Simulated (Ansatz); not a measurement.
Computed with Ansatz on PBE0-D4/def2-TZVP structures; ΔE is electronic, products minus reactants. CCSD(T)/CBS adds triple-zeta CCSD(T) − MP2 to the extrapolated MP2 energy (def2 sets, frozen cores). This one scheme is used for every species. DFT in def2-TZVPP. One conformer a species, not always the lowest.

`O[SiH2]O[SiH](F)F` + H₂S → `F[SiH](F)O[SiH2]S` + H₂O  (ligand exchange at the Si–O bond)

`O[SiH2]O[SiH](F)F`:

Z-matrix (Å, degrees):
```
Si
O 1 1.641
O 1 1.634 2 111.2
H 1 1.481 2 106.0 3 -120.9
H 1 1.476 2 109.4 3 116.7
Si 2 1.601 1 153.2 3 -92.7
H 3 0.958 1 118.8 2 -74.6
F 6 1.580 2 109.2 1 -117.4
F 6 1.582 2 110.3 1 -0.2
H 6 1.465 2 111.8 1 121.8
```

H₂S:

Z-matrix (Å, degrees):
```
S
H 1 1.341
H 1 1.341 2 92.3
```

`F[SiH](F)O[SiH2]S`:

Z-matrix (Å, degrees):
```
Si
F 1 1.581
O 1 1.598 2 109.8
F 1 1.581 2 106.8 3 118.9
H 1 1.464 2 109.5 3 -122.8
Si 3 1.637 1 161.0 2 48.8
S 6 2.121 3 111.6 1 -178.4
H 6 1.479 3 109.3 1 -62.2
H 6 1.480 3 107.8 1 60.2
H 7 1.344 6 94.4 3 -75.5
```

H₂O:

Cartesian coordinates in Å:
```
O 0.127 0.344 0.130
H -0.275 0.153 -0.720
H 0.148 -0.497 0.590
```

```tsv
level	ΔE (kcal/mol)
ωB97X-V	11.3
B2PLYP	12.2
PBE	8.9
HF/def2-TZVPP	14.8
SCS-MP2/def2-TZVPP	12.2
CCSD(T)/def2-TZVPP	11.6
MP2/CBS(def2)	9.8
CCSD/CBS(def2)	11.1
```

Task: What does CCSD(T)/CBS give? (Best estimate.)

Result: Ansatz gave: +10.5 kcal/mol. The listed levels differ from it by 0.8, 1.7, -1.6, 4.3, 1.7, 1.1, -0.7, 0.6 kcal/mol.

Largest T1 diagnostic among the species: 0.012.

The D4 term adds −1.1 kcal/mol with B3LYP and −0.6 kcal/mol with PBE0; it sums over pairs of atoms, weighted by their polarisabilities, and B3LYP, whose exchange is more repulsive, gets the larger term. In def2-TZVPP, CCSD(T) changes the Hartree–Fock value by −3.2 kcal/mol (the triples alone add −0.6 kcal/mol) and MP2 by −3.8 kcal/mol.

B3LYP here is the variant with VWN-RPA as its local correlation; programs differ in this.
